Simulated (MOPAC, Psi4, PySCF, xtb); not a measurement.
Approach curve of the dimer C3H9Al ··· COS (SMILES [CH3][Al]([CH3])[CH3] and O=C=S). Monomers: optimised at B3LYP-D3(BJ) (def2-SVP and def2-TZVP), held rigid. Orientation: lowest of the rigid-body minima from ten starts at GFN2-xTB (searched outside a hard wall at short contacts). Only R, the distance of the centres of mass, is varied, so the lowest point isn't the relaxed dimer. The shortest distances reach bonding range, where SAPT0 and rigid monomers are unreliable.

Levels: PM6, restricted, heats of formation (MOPAC); RKS-B3LYP/6-311+G** = restricted B3LYP/6-311+G**, spherical d, no counterpoise correction (PySCF); GFN1-xTB (xtb); SAPT0/jun-cc-pVDZ, frozen core (Psi4).

Interaction energies in kcal/mol; the last columns give the difference from SAPT0:

```tsv
R / Å	PM6	RKS-B3LYP/6-311+G**	GFN1-xTB	SAPT0/jun-cc-pVDZ	PM6 − SAPT0/jun-cc-pVDZ	RKS-B3LYP/6-311+G** − SAPT0/jun-cc-pVDZ	GFN1-xTB − SAPT0/jun-cc-pVDZ
3.32	47.89	37.62	5.06	34.21	13.68	3.41	-29.15
3.53	13.56	13.30	-11.10	9.35	4.21	3.95	-20.44
3.74	2.30	4.06	-16.05	0.23	2.07	3.83	-16.28
3.90	-0.05	1.01	-16.82	-2.46	2.41	3.46	-14.36
4.14	-0.42	-0.96	-15.87	-3.75	3.33	2.79	-12.12
4.47	-0.11	-1.62	-12.83	-3.60	3.49	1.98	-9.23
4.76	-0.05	-1.53	-10.03	-2.97	2.93	1.44	-7.06
5.21	0.03	-1.13	-6.59	-2.00	2.03	0.87	-4.59
5.97	0.12	-0.63	-3.09	-0.97	1.08	0.34	-2.12
6.95	0.07	-0.33	-1.01	-0.41	0.49	0.08	-0.60
8.23	0.03	-0.15	-0.20	-0.16	0.20	0.02	-0.04
```

PM6 is furthest from SAPT0/jun-cc-pVDZ at 3.32 (13.68 kcal/mol, above); its mean absolute difference over the points is 3.26 kcal/mol.

RKS-B3LYP/6-311+G** is furthest from SAPT0/jun-cc-pVDZ at 3.53 (3.95 kcal/mol, above); its mean absolute difference over the points is 2.02 kcal/mol.

GFN1-xTB is furthest from SAPT0/jun-cc-pVDZ at 3.32 (-29.15 kcal/mol, below); its mean absolute difference over the points is 10.55 kcal/mol.
